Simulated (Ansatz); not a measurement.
`N[Si](F)([SiH3])Cl` → `N[Si](F)Cl`• + `[SiH3]`•  (homolysis of the Si–Si bond)

Program: Ansatz. Geometries: PBE0-D4/def2-TZVP. ΔE: electronic, gas phase. CBS: MP2 limit from def2 TZ/QZ plus the TZ coupled-cluster correction, frozen cores. This one scheme is used for every species. DFT in def2-TZVPP. B3LYP here is the variant with VWN-RPA as its local correlation; programs differ in this. HSE06 is defined as in plane-wave codes. Open shells (•) are unrestricted, without spin–orbit coupling. Each species was taken in one conformer, which may not be the lowest.

`N[Si](F)([SiH3])Cl`:

Cartesian coordinates in Å:
```
N -0.789 -0.168 1.608
Si -0.764 0.260 -0.032
F -2.027 -0.452 -0.697
Si 1.244 -0.357 -1.050
Cl -1.063 2.271 -0.392
H -1.650 -0.142 2.133
H 0.008 0.020 2.195
H 2.363 0.220 -0.256
H 1.295 0.182 -2.432
H 1.382 -1.836 -1.078
```

`N[Si](F)Cl`•:

Cartesian coordinates in Å:
```
N 0.460 -0.640 0.418
Si -0.043 0.655 -0.567
F -0.886 0.013 -1.763
Cl -1.244 1.876 0.571
H 0.820 -0.457 1.342
H 0.893 -1.448 -0.002
```

`[SiH3]`•:

Z-matrix (Å, degrees):
```
Si
H 1 1.486
H 1 1.486 2 111.3
H 1 1.486 2 111.3 3 124.6
```

```json
{"level": "LDA (SPW92)", "ΔE (kcal/mol)": "85.5", "difference from CCSD(T)/CBS": "3.9"}
{"level": "PBE-D4", "ΔE (kcal/mol)": "76.3", "difference from CCSD(T)/CBS": "-5.3"}
{"level": "revPBE-D4", "ΔE (kcal/mol)": "74.2", "difference from CCSD(T)/CBS": "-7.4"}
{"level": "BLYP-D4", "ΔE (kcal/mol)": "74.2", "difference from CCSD(T)/CBS": "-7.4"}
{"level": "r2SCAN-D4", "ΔE (kcal/mol)": "73.9", "difference from CCSD(T)/CBS": "-7.7"}
{"level": "B97M-V", "ΔE (kcal/mol)": "79.6", "difference from CCSD(T)/CBS": "-2.0"}
{"level": "PBE0-D4", "ΔE (kcal/mol)": "77.8", "difference from CCSD(T)/CBS": "-3.8"}
{"level": "B3LYP-D4", "ΔE (kcal/mol)": "76.7", "difference from CCSD(T)/CBS": "-4.9"}
{"level": "r2SCANh-D4", "ΔE (kcal/mol)": "74.2", "difference from CCSD(T)/CBS": "-7.4"}
{"level": "r2SCAN0-D4", "ΔE (kcal/mol)": "74.7", "difference from CCSD(T)/CBS": "-6.9"}
{"level": "HSE06-D4", "ΔE (kcal/mol)": "77.7", "difference from CCSD(T)/CBS": "-3.9"}
{"level": "BHLYP-D4", "ΔE (kcal/mol)": "78.5", "difference from CCSD(T)/CBS": "-3.1"}
{"level": "CAM-B3LYP-D4", "ΔE (kcal/mol)": "77.9", "difference from CCSD(T)/CBS": "-3.7"}
{"level": "ωB97X-V", "ΔE (kcal/mol)": "82.4", "difference from CCSD(T)/CBS": "0.8"}
{"level": "B2PLYP", "ΔE (kcal/mol)": "76.0", "difference from CCSD(T)/CBS": "-5.6"}
{"level": "PBE-QIDH", "ΔE (kcal/mol)": "78.9", "difference from CCSD(T)/CBS": "-2.7"}
{"level": "PBE", "ΔE (kcal/mol)": "74.0", "difference from CCSD(T)/CBS": "-7.6"}
{"level": "revPBE", "ΔE (kcal/mol)": "69.7", "difference from CCSD(T)/CBS": "-11.9"}
{"level": "BLYP", "ΔE (kcal/mol)": "69.7", "difference from CCSD(T)/CBS": "-11.9"}
{"level": "r2SCAN", "ΔE (kcal/mol)": "73.3", "difference from CCSD(T)/CBS": "-8.3"}
{"level": "PBE0", "ΔE (kcal/mol)": "75.7", "difference from CCSD(T)/CBS": "-5.9"}
{"level": "B3LYP", "ΔE (kcal/mol)": "73.1", "difference from CCSD(T)/CBS": "-8.5"}
{"level": "r2SCAN0", "ΔE (kcal/mol)": "73.9", "difference from CCSD(T)/CBS": "-7.7"}
{"level": "HSE06", "ΔE (kcal/mol)": "75.8", "difference from CCSD(T)/CBS": "-5.8"}
{"level": "BHLYP", "ΔE (kcal/mol)": "75.1", "difference from CCSD(T)/CBS": "-6.5"}
{"level": "CAM-B3LYP", "ΔE (kcal/mol)": "75.7", "difference from CCSD(T)/CBS": "-5.9"}
{"level": "LC-ωPBE", "ΔE (kcal/mol)": "76.5", "difference from CCSD(T)/CBS": "-5.1"}
{"level": "RPA@PBE/def2-TZVPP", "ΔE (kcal/mol)": "74.9", "difference from CCSD(T)/CBS": "-6.7"}
{"level": "MP2/def2-SVP", "ΔE (kcal/mol)": "76.1", "difference from CCSD(T)/CBS": "-5.5"}
{"level": "CCSD/def2-SVP", "ΔE (kcal/mol)": "75.2", "difference from CCSD(T)/CBS": "-6.4"}
{"level": "CCSD(T)/def2-SVP", "ΔE (kcal/mol)": "76.1", "difference from CCSD(T)/CBS": "-5.5"}
{"level": "HF/def2-TZVPP", "ΔE (kcal/mol)": "59.0", "difference from CCSD(T)/CBS": "-22.6"}
{"level": "MP2/def2-TZVPP", "ΔE (kcal/mol)": "79.0", "difference from CCSD(T)/CBS": "-2.6"}
{"level": "SCS-MP2/def2-TZVPP", "ΔE (kcal/mol)": "79.6", "difference from CCSD(T)/CBS": "-2.0"}
{"level": "CCSD/def2-TZVPP", "ΔE (kcal/mol)": "77.6", "difference from CCSD(T)/CBS": "-4.0"}
{"level": "CCSD(T)/def2-TZVPP", "ΔE (kcal/mol)": "78.9", "difference from CCSD(T)/CBS": "-2.7"}
{"level": "HF/def2-QZVPP", "ΔE (kcal/mol)": "58.6", "difference from CCSD(T)/CBS": "-23.0"}
{"level": "SCS-MP2/def2-QZVPP", "ΔE (kcal/mol)": "81.3", "difference from CCSD(T)/CBS": "-0.3"}
{"level": "HF/CBS(def2)", "ΔE (kcal/mol)": "58.6", "difference from CCSD(T)/CBS": "-23.0"}
{"level": "CCSD/CBS(def2)", "ΔE (kcal/mol)": "80.3", "difference from CCSD(T)/CBS": "-1.3"}
{"level": "CCSD(T)/CBS", "ΔE (kcal/mol)": "81.6", "difference from CCSD(T)/CBS": "0"}
```

Largest T1 diagnostic among the species: 0.015.

Leaving LDA and LC-ωPBE aside and taking each functional with its dispersion term where it has one, the values spread over 8.5 kcal/mol, from r2SCAN-D4 to ωB97X-V. LDA lies +11.5 kcal/mol from PBE without D4, its usual overbinding. The D4 term adds +3.7 kcal/mol with B3LYP and +2.0 kcal/mol with PBE0; it sums over pairs of atoms, weighted by their polarisabilities, and B3LYP, whose exchange is more repulsive, gets the larger term. From BLYP to BHLYP (50 % exact exchange), in def2-TZVPP and without D4, ΔE moves by +5.4 kcal/mol.
